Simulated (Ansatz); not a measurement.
Geometry optimisation, RKS PBE/def2-SVP (Ansatz).

input.yaml

```yaml
crystal:
  periodic: [false, false, false]
  atoms:
    - { symbol: Sn, position_ang: [0.0, 0.0, 0.0] }
    - { symbol: H, position_ang: [0.0, 0.0, 1.74] }
    - { symbol: H, position_ang: [1.6408, 0.0, -0.5794] }
    - { symbol: "N", position_ang: [-0.9891, 1.7136, -0.6993] }
    - { symbol: C, position_ang: [-2.4038, 1.6371, -1.0914] }
    - { symbol: H, position_ang: [-2.9564, 1.0069, -0.3637] }
    - { symbol: H, position_ang: [-2.8407, 2.6575, -1.1031] }
    - { symbol: H, position_ang: [-2.484, 1.1892, -2.1038] }
    - { symbol: C, position_ang: [-0.2673, 2.9904, -0.7971] }
    - { symbol: H, position_ang: [-0.3754, 3.3996, -1.8233] }
    - { symbol: H, position_ang: [-0.6886, 3.7112, -0.0656] }
    - { symbol: H, position_ang: [0.8081, 2.826, -0.5764] }
    - { symbol: Cl, position_ang: [-1.1351, -1.9666, -0.8025] }
basis:
  gaussian: { orbitals: def2-SVP }
hamiltonian:
  xc: pbe
relax:
  f_tol: 0.02
  max_steps: 40
```

Run as:

```bash
$ ansatz run input.yaml --threads 4 --pin off --max-ram 5120MiB --backend cpu --events-out ev --progress --plain --runs-dir out
```

Q: Where does it end, and by what steps?

A: It converged. The force dipped under the threshold on the way, but the program's further checks kept it going. After 15 steps the energy has fallen by 0.411 eV; Cl13 moved furthest, 1.57 Å.

| step | energy less start (eV) | largest force component (eV/Å) | accepted |
| --- | --- | --- | --- |
| 0 | 0.0000 | 1.189 | yes |
| 1 | -0.1247 | 0.471 | yes |
| 2 | -0.1739 | 0.301 | yes |
| 3 | -0.2356 | 0.195 | yes |
| 4 | -0.2594 | 0.659 | yes |
| 5 | -0.2750 | 0.518 | yes |
| 6 | -0.3178 | 0.173 | yes |
| 7 | -0.3440 | 0.174 | yes |
| 8 | -0.3622 | 0.359 | yes |
| 9 | -0.3801 | 0.236 | yes |
| 10 | -0.4024 | 0.177 | yes |
| 11 | -0.4074 | 0.219 | yes |
| 12 | -0.4104 | 0.015 | yes |
| 13 | -0.4107 | 0.026 | yes |
| 14 | -0.4106 | 0.020 | no |
| 15 | -0.4108 | 0.004 | yes |

```xyz
13
Properties=species:S:1:pos:R:3
Sn -0.053 0.033 0.109
H -1.036 -0.712 1.311
H 1.578 0.412 0.510
N -0.966 1.800 -0.395
C -2.405 1.818 -0.582
H -2.903 1.099 0.101
H -2.810 2.831 -0.343
H -2.729 1.577 -1.626
C -0.253 2.745 -1.235
H -0.407 2.581 -2.332
H -0.590 3.785 -1.013
H 0.838 2.705 -1.038
Cl 0.044 -1.508 -1.734
```

Whether the end is a true minimum wasn't checked by a vibrational analysis.

Run time: 36 s on 4 threads of Intel(R) Xeon(R) Platinum 8259CL CPU @ 2.50GHz (Skylake/Cascade Lake), with other jobs on the host, peak memory 0.21 GiB.
